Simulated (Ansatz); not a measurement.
Coupled-cluster run, F$_{2}$O$_{2}$W, SMILES `[O]=[W](=[O])([F])[F]`.

```yaml
crystal:
  periodic: [false, false, false]
  atoms:
    - {symbol: O, position_ang: [-0.737266, -0.522476, 1.424744]}
    - {symbol: W, position_ang: [0.010863, -0.016216, -0.006706]}
    - {symbol: O, position_ang: [1.518594, -0.783177, -0.066382]}
    - {symbol: F, position_ang: [-1.006562, -0.566459, -1.449723]}
    - {symbol: F, position_ang: [0.264272, 1.814628, 0.056568]}
basis:
  gaussian: {orbitals: def2-SVP}
correlation: {method: ccsd_t}
```

```sh
$ ansatz run in.yaml --threads 4 --pin off --events-out ev --progress --plain --max-ram 10444MiB
```

The program prints (abridged):

```
Functional definition: HF
821 factors; integrals over basis functions are off by at most 8.0e-4 eV
mean field evaluation 1: about -11275.4764 eV, gradient 8.1e1 eV
mean field evaluation 2: about -11275.6177 eV, gradient 8.2e1 eV
mean field evaluation 4: about -11288.1764 eV, gradient 9.3e0 eV
mean field evaluation 8: about -11288.3668 eV, gradient 8.4e-1 eV
mean field evaluation 16: about -11288.3689 eV, gradient 2.0e-6 eV
mean field -11288.36894420 eV, -414.8399071679 hartree, gradient 2.0e-6 eV, S^2 0.000000; 0 other end points of the search recorded, 0 dependent functions left out
4 core orbitals not correlated: weight in the atoms' cores, before any rotation towards them, 1.000 or more for the frozen orbitals, at most 0.000 for the correlated occupied ones
reference -11288.36894420 eV, -414.8399071679 hartree; 20, 20 occupied and 64, 64 virtual orbitals, 821 factors
second order -31.15864879 eV of doubles, -0.00000000 eV of singles
cycle   1  -27.32503124 eV  change     3.8e0 eV  update   3.0e-1
cycle   2  -29.05896168 eV  change    -1.7e0 eV  update   1.9e-1
cycle   3  -29.32616744 eV  change   -2.7e-1 eV  update   3.6e-2
cycle   4  -29.34071862 eV  change   -1.5e-2 eV  update   1.5e-2
cycle   5  -29.32371016 eV  change    1.7e-2 eV  update   3.5e-3
cycle   6  -29.32515181 eV  change   -1.4e-3 eV  update   1.3e-3
cycle   7  -29.32513573 eV  change    1.6e-5 eV  update   5.5e-4
cycle   8  -29.32461842 eV  change    5.2e-4 eV  update   2.2e-4
cycle   9  -29.32469455 eV  change   -7.6e-5 eV  update   7.7e-5
cycle  10  -29.32476296 eV  change   -6.8e-5 eV  update   3.1e-5
cycle  11  -29.32471794 eV  change    4.5e-5 eV  update   1.5e-5
perturbative correction -1.29884819 eV, -0.0477317905 hartree
Total energy: -11318.99251033 eV, -415.9653024658 hartree
```

Hardware: 4 threads of an Arm Neoverse V1 on a shared host. Wall time 2.4 s, peak host memory 0.31 GiB.

MP2 recovers 101.7 % of the CCSD(T) correlation energy and the triples give 4.2 %; T1 = 0.0222.
